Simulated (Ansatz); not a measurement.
```yaml
crystal:
  periodic: [false, false, false]
  atoms:
    - {symbol: C, position_ang: [4.315087, -2.054949, -2.673380]}
    - {symbol: C, position_ang: [2.152730, -0.976945, -1.117252]}
    - {symbol: C, position_ang: [-0.373390, -0.614983, -2.180651]}
    - {symbol: C, position_ang: [-2.182882, 0.382403, -0.565081]}
    - {symbol: C, position_ang: [-5.001067, 0.277111, -1.877674]}
    - {symbol: O, position_ang: [-2.024676, 0.922110, 1.532184]}
    - {symbol: Al, position_ang: [0.625292, 1.656386, 3.533249]}
    - {symbol: O, position_ang: [0.597536, -0.031834, 6.384987]}
    - {symbol: O, position_ang: [1.291852, 4.626474, 3.172873]}
    - {symbol: O, position_ang: [2.821622, -0.175059, 1.008296]}
    - {symbol: H, position_ang: [5.727900, -0.690549, -2.925841]}
    - {symbol: H, position_ang: [3.601816, -2.839946, -4.740130]}
    - {symbol: H, position_ang: [5.047326, -3.526255, -1.361011]}
    - {symbol: H, position_ang: [-0.551260, -1.527867, -3.810599]}
    - {symbol: H, position_ang: [-4.686436, -0.384412, -3.646243]}
    - {symbol: H, position_ang: [-6.141745, -0.618233, -0.596387]}
    - {symbol: H, position_ang: [-5.756039, 2.419153, -1.915729]}
    - {symbol: H, position_ang: [0.070463, -1.509413, 6.485250]}
    - {symbol: H, position_ang: [1.769780, 5.705044, 4.984578]}
basis:
  gaussian: {orbitals: aug-cc-pVDZ}
total_charge: -1
magnetization: {spin_polarized: true, initial_magnetization: 1}
hamiltonian: {xc: {name: wB97X-V}}
output: {forces: true}
```

```sh
$ ansatz run in.yaml --threads 4 --pin off --events-out ev --progress --plain --max-ram 46080MiB --backend cuda --devices 0, --max-vram 37GiB
```

It prints (some lines left out):

```
Functional definition: wB97X-V
2734 factors; their error is unknown
1304 factors; integrals over basis functions are off by at most 3.2e-5 eV
mean field evaluation 1: about -19963.3915 eV, gradient 1.0e2 eV
mean field evaluation 2: about -18333.0131 eV, gradient 3.2e2 eV
mean field evaluation 4: about -19478.4598 eV, gradient 1.9e2 eV
mean field evaluation 8: about -20038.9620 eV, gradient 3.4e0 eV
mean field evaluation 16: about -20048.7850 eV, gradient 2.8e-1 eV
mean field evaluation 32: about -20048.7891 eV, gradient 1.1e-5 eV
mean field -20048.78905282 eV, -736.7794081337 hartree, gradient 2.9e-6 eV, S^2 8.033391; 8 other end points of the search recorded, 0 dependent functions left out
reference -20048.78905597 eV, -736.7794082498 hartree; 43, 42 occupied and 272, 273 virtual orbitals, 2734 factors
Total energy: -20048.78905597 eV, -736.7794082498 hartree
Atom 0 at     4.315087    -2.054949    -2.673380 Å, force     1.343611     0.469404     0.444245 eV/Å
Atom 1 at     2.152730    -0.976945    -1.117252 Å, force     0.184732     0.356375     0.764134 eV/Å
Atom 2 at    -0.373390    -0.614983    -2.180651 Å, force     0.141736    -1.022530    -1.792532 eV/Å
Atom 3 at    -2.182882     0.382403    -0.565081 Å, force     0.474531     0.373723     2.204390 eV/Å
Atom 4 at    -5.001067     0.277111    -1.877674 Å, force    -1.034521    -0.966767    -0.597601 eV/Å
Atom 5 at    -2.024676     0.922110     1.532184 Å, force     0.015248    -0.730477    -2.786772 eV/Å
Atom 6 at     0.625292     1.656386     3.533249 Å, force     0.362443     1.234586    -0.208020 eV/Å
Atom 7 at     0.597536    -0.031834     6.384987 Å, force    -1.718053    -4.651719     0.117985 eV/Å
Atom 8 at     1.291852     4.626474     3.172873 Å, force    -0.215233    -1.157539     0.745972 eV/Å
Atom 9 at     2.821622    -0.175059     1.008296 Å, force    -0.700638    -0.546366    -1.569144 eV/Å
Atom 10 at     5.727900    -0.690549    -2.925841 Å, force    -1.696476    -1.673461     0.346026 eV/Å
Atom 11 at     3.601816    -2.839946    -4.740130 Å, force     0.250189     0.282435     0.719345 eV/Å
Atom 12 at     5.047326    -3.526255    -1.361011 Å, force    -0.526151     1.201572    -1.058315 eV/Å
Atom 13 at    -0.551260    -1.527867    -3.810599 Å, force     0.346529     1.464118     2.966577 eV/Å
Atom 14 at    -4.686436    -0.384412    -3.646243 Å, force    -0.660701     0.837900     2.693921 eV/Å
Atom 15 at    -6.141745    -0.618233    -0.596387 Å, force     1.544580     1.112826    -2.005555 eV/Å
Atom 16 at    -5.756039     2.419153    -1.915729 Å, force     0.337540    -1.010062    -0.010942 eV/Å
Atom 17 at     0.070463    -1.509413     6.485250 Å, force     1.723164     4.839375    -0.403846 eV/Å
Atom 18 at     1.769780     5.705044     4.984578 Å, force    -0.172530    -0.413392    -0.569870 eV/Å
Dipole moment:    -1.892404    -0.994104     1.020359 e Å
```

In this input the coordinates are in bohr but typed as ångström. The run converged. The result belongs to that input, not to the molecule as meant.
